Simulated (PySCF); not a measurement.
Mo(O)(NH)(F)(Me) (CH4FMoNO), SMILES [CH3][Mo]([F])(=[O])=[NH], multiplicity 1.

Geometry: r2SCAN-D4/def2-SVP. The multiplicity is an assumed one; no other spin state was optimised. The structure was generated by enumeration; whether it is a known compound was not checked. The def2 effective core potentials stand for the cores of Mo; spin–orbit coupling is left out.

Computed with PySCF with PBE0/def2-TZVP.

Gas-phase values at a fixed geometry.

- total energy: -338.46507 hartree
- highest occupied level: -8.46 eV
- lowest empty level: -2.55 eV
- orbital gap: 5.91 eV
- dipole moment: 0.422 e·Å
- quadrupole, principal values (traceless, Buckingham form, about the centre of nuclear charge): -8.45, -0.97, 9.42 D·Å
- mean static polarisability: 60.1 bohr³ (8.90 Å³)
- polarisability, principal values: 51.0, 60.1, 69.2 bohr³
